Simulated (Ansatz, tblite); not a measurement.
Isomers of Mg2Se2⁻ (doublet), found by a short tight-binding search and relaxed with r2SCAN-D4/def2-SVPD in Ansatz.

The xTB rows come from tblite. Correlated methods freeze 20 core orbitals; core or outer-core shells of Mg, Se are correlated, in sets that lack core-valence functions. In CCSD on the charge -1 doublet the largest single amplitude is 0.36, so its Hartree–Fock determinant may place the open shell otherwise than the density functionals do.

Run but left out: HF/def2-SVPD, MP2/def2-SVPD (A: ⟨S²⟩ 1.08, where a pure state has 0.75).

A: At CCSD(T)/def2-SVPD T1 of the charge -1 doublet is large (up to 0.051), so the single-reference result is doubtful. At CCSD(T)/def2-SVPD the charge -1 doublet is spin-contaminated (final ⟨S²⟩ up to 1.08, 0.75 for a pure state). B: At PBE-D4/def2-TZVPD the highest occupied level of the charge -1 doublet lies above zero (up to 0.03 eV). By energy differences its removal costs 1.79 eV (vertical, to the charge 0 singlet, at PBE-D4/def2-TZVPD); a positive level beside a positive removal energy at the same level points to self-interaction error. At CCSD(T)/def2-SVPD the charge -1 doublet is spin-contaminated (final ⟨S²⟩ up to 0.83, 0.75 for a pure state).

Other spin states were run for one of them alone.

A:

```xyz
4

Mg   -1.8781   -0.4390   -0.9983
Mg    1.3863   -0.4158    1.6192
Se    0.8128   -0.4068   -1.0101
Se   -0.3210    1.2617    0.3891
```

B:

Cartesian coordinates in Å:
```
Mg 0.334 -0.467 -1.329
Mg -0.334 0.467 1.329
Se 0.192 -1.897 0.714
Se -0.192 1.897 -0.715
```

Problem. Estimate which lies lowest at each level, and how far above it the others are (kcal/mol).

Solution. 
| level | A | B |
| --- | --- | --- |
| GFN1-xTB | 0.0 | 5.1 |
| GFN2-xTB | 65.3 | 0.0 |
| LDA (SPW92)/def2-TZVPD | 46.3 | 0.0 |
| PBE-D4/def2-TZVPD | 46.0 | 0.0 |
| r2SCAN-D4/def2-TZVPD | 54.9 | 0.0 |
| PBE0-D4/def2-TZVPD | 49.3 | 0.0 |
| PBE-QIDH/def2-TZVPD | 52.3 | 0.0 |
| CCSD/def2-SVPD | 51.6 | 0.0 |
| CCSD(T)/def2-SVPD | 50.3 | 0.0 |
Point groups (tolerance 0.1 Å): A C2v, B D2h. Lower isomers may exist.
